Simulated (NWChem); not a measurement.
System: Si$_{2}$H$_{5}$O$_{2}$Cl; SMILES Cl[Si@@H](O[SiH3])O

```xyz
10

O      1.5770    -1.5054     0.6124
Si     0.6906    -0.6303    -0.4589
Cl    -1.2170    -1.4440    -0.6524
O      0.5262     0.9210     0.0139
Si    -0.2850     2.3644     0.1386
H      1.2542    -1.5775     1.5222
H      1.3820    -0.7404    -1.7490
H     -0.8574     2.7528    -1.1760
H      0.6853     3.3943     0.5834
H     -1.3786     2.2498     1.1367
```
Atoms are numbered in this order, from 1.

Program: NWChem. Pople sets run with spherical d functions. The geometry was optimised at B3LYP/6-31G* (spherical d). Level: B3LYP/6-31G* with SMD (1 M gas to 1 M solution), gas-phase geometry. Reactions with the solvent are ignored.

For solvent water:

```yaml
cavity-dispersion-structure term (kcal/mol): 3.2
dipole in solution (D): 2.17
```

**Question.** What are these values for solvent toluene?

**Answer.** 
| Item | Value |
|---|---|
| cavity-dispersion-structure term (kcal/mol) | -2.0 |
| dipole in solution (D) | 1.97 |
